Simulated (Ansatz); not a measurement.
Gas-phase electronic energies from Ansatz, PBE0-D4/def2-TZVP geometries. CCSD(T)/CBS adds triple-zeta CCSD(T) − MP2 to the extrapolated MP2 energy (def2 sets, frozen cores). This one scheme is used for every species. Functionals use def2-TZVPP. B3LYP here is the variant with VWN-RPA as its local correlation; programs differ in this. Each species was taken in one conformer, which may not be the lowest.

Reaction (ligand exchange at the Al–O bond): `[SiH3][O][Al]([Cl])[O][SiH3]` + H₂S → `[SiH3][O][Al]([SH])[Cl]` + silanol

`[SiH3][O][Al]([Cl])[O][SiH3]`:

Cartesian coordinates in Å:
```
Si -1.769 -2.430 0.116
O -1.103 -0.946 0.084
Al -0.686 0.664 0.085
Cl -2.168 2.108 0.274
O 0.903 1.131 -0.064
Si 2.349 1.868 -0.188
H -0.701 -3.455 0.250
H -2.700 -2.547 1.268
H -2.520 -2.673 -1.144
H 2.503 2.448 -1.548
H 2.458 2.954 0.821
H 3.434 0.879 0.045
```

H₂S:

Cartesian coordinates in Å:
```
S 0.406 0.417 0.211
H 0.355 -0.923 0.231
H -0.761 0.506 -0.443
```

`[SiH3][O][Al]([SH])[Cl]`:

Cartesian coordinates in Å:
```
Si -0.066 -0.014 -1.759
O -0.015 0.043 -0.132
Al -0.094 0.483 1.475
S 0.412 -0.920 3.038
Cl -0.684 2.403 2.021
H 0.676 1.138 -2.336
H 0.559 -1.278 -2.226
H -1.477 0.032 -2.224
H 0.688 -1.887 2.144
```

`O[SiH3]`:

Z-matrix (Å, degrees):
```
Si
O 1 1.648
H 1 1.489 2 111.7
H 1 1.489 2 111.7 3 120.9
H 1 1.481 2 105.9 3 -119.6
H 2 0.957 1 117.9 3 -60.5
```

```csv
level,ΔE (kcal/mol)
PBE-D4,7.5
B3LYP-D4,11.6
CAM-B3LYP-D4,12.7
B3LYP,11.5
CAM-B3LYP,12.5
CCSD(T)/def2-SVP,13.4
HF/def2-TZVPP,14.3
SCS-MP2/def2-TZVPP,12.1
```

What does CCSD(T)/CBS give? (An estimate is asked.)

The calculation gave: +10.8 kcal/mol. The listed levels differ from it by -3.3, 0.8, 1.9, 0.7, 1.7, 2.6, 3.5, 1.3 kcal/mol.

Largest T1 diagnostic among the species: 0.011.

From BLYP to BHLYP (50 % exact exchange), in def2-TZVPP and without D4, ΔE moves by +2.0 kcal/mol. At CCSD(T), def2-SVP lies +2.6 kcal/mol from the extrapolated value and def2-TZVPP +0.7 kcal/mol. Leaving LDA and LC-ωPBE aside and taking each functional with its dispersion term where it has one, the values, not all of them listed here, spread over 5.4 kcal/mol, from PBE-D4 to BHLYP-D4.

CCSD(T)/CBS has its own doubt, a few kJ/mol and more with outer-core shells, so smaller differences from it don't rank the levels.
